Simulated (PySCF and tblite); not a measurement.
Results of a calculation; reference values are marked as such.
C₈H₁₁ClO, numbered as in [CH3:1][O:2][C@@H:3]1[C@H:4]2[CH:5]=[C:6]([Cl:7])[C@@H:8]1[CH2:9][CH2:10]2. Level: B97-D-D3(BJ)/6-31+G* (IEF-PCM, water)//GFN2-xTB, thermal terms from GFN2-xTB, symmetry numbers and mirror pairs counted. Conformers within 1.5 kcal/mol (GFN2-xTB free energy) were kept, 4 at most. GIAO shieldings: WP04/pcSseg-1 (IEF-PCM, water). Shifts are against TMS (¹H), TMS (¹³C) at the same level. Run with PySCF (density fitting) and tblite.

Torsions listed: C1–O2–C3–C4. The 5-ring runs over atoms 3–4–5–6–8. The 5-ring runs over atoms 3–4–10–9–8.

| conformer | shape | point group | mirror pair | ΔE(DFT) | Δ(G−E) at 450 K | δ H4 (ppm) |
| --- | --- | --- | --- | --- | --- | --- |
| 1 | 5-ring envelope (ring torsions 34, 0, -34, 51, -52°); 5-ring envelope (ring torsions -37, 0, 36, -58, 58°); -175° | C1 | no | 0.00 | 0.00 | 2.64 |
| 2 | 5-ring envelope (ring torsions 34, 0, -34, 51, -52°); 5-ring envelope (ring torsions -37, 0, 36, -58, 58°); -79° | C1 | no | 0.25 | 0.02 | 2.99 |

Energies in kcal/mol; the thermal term leaves out symmetry numbers and mirror images.

**Question.** Work out the weights at 450 K and the ¹H shift of H4 under fast exchange.

**Answer.** RT = 0.894 kcal/mol. Each conformer gets RT ln(σ/g), with σ the rotational symmetry number and g = 2 for a mirror pair: 1: σ = 1, g = 1, G = 0.00 + 0.00 + 0.00 = 0.00, 0.00 above the lowest, exp(−ΔG/RT) = 1.000; 2: σ = 1, g = 1, G = 0.25 + 0.02 + 0.00 = 0.26, 0.26 above the lowest, exp(−ΔG/RT) = 0.744. The sum is 1.744, so the weights are 57.3, 42.7 %. The averaged shift is 2.79 ppm. At 298.15 K it is 2.78 ppm. At 298.15 K the leading conformer alone gives 2.64 ppm and bare DFT energies give 2.78 ppm.
